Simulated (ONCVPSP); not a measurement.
How hard is this Pb (Z = 82) ONCV potential?

```json
{"Element": "Pb (Z = 82)", "Generator": "ONCVPSP 4.0.1", "Type": "optimised norm-conserving Vanderbilt (ONCV)", "Functional": "PBE", "Relativity": "scalar-relativistic", "Frozen core": "[Kr] 4d10 4f14 5s2", "Valence charge": "20", "Reference configuration": "5p6 5d10 6s2 6p2", "Partial waves": "6s: rc 2.05 bohr, ncon 4, nbas 7, qcut 3 1/bohr, 2 projectors, debl 1.5 Ha; 5p+6p: rc 1.65 bohr, ncon 3, nbas 6, qcut 7.9 1/bohr, 2 projectors; 5d: rc 1.30 bohr, ncon 4, nbas 7, qcut 6.7 1/bohr, 1 projector", "Local potential": "polynomial inside 1.05 bohr (lpopt 5, dvloc0 0 Ha)", "Core correction": "Teter function, fcfact 1.5, rcfact 1.45"}
```

Question: For each optimised wave give the share of its norm inside rc, the residual kinetic energy above qcut (Ha) and the cutoffs (Ha) for errors of 10, 1, 0.1 and 0.01 mHa per electron.

Answer:

```
         wave  norm inside rc  residual KE  10 mHa  1 mHa  0.1 mHa  0.01 mHa
           6s           0.418      8.7e-03     4.3   18.7     26.6      30.9
s projector 2           0.216      4.3e-02     5.9   18.9     37.7      44.8
           5p           0.964      7.4e-07    15.1   18.9     22.0      24.6
           6p           0.050      9.9e-07    11.1   15.1     18.2      20.9
           5d           0.566      2.2e-03    19.3   24.1     43.7      78.6
```

The occupied waves need 24 Ha and 44 Ha for 1 and 0.1 mHa. Note: ghosts flagged at negative energy: s at -277.9 eV; GHOST(+) flagged for s at 93.9 eV. A true bound ghost makes a file unfit for plane-wave use.
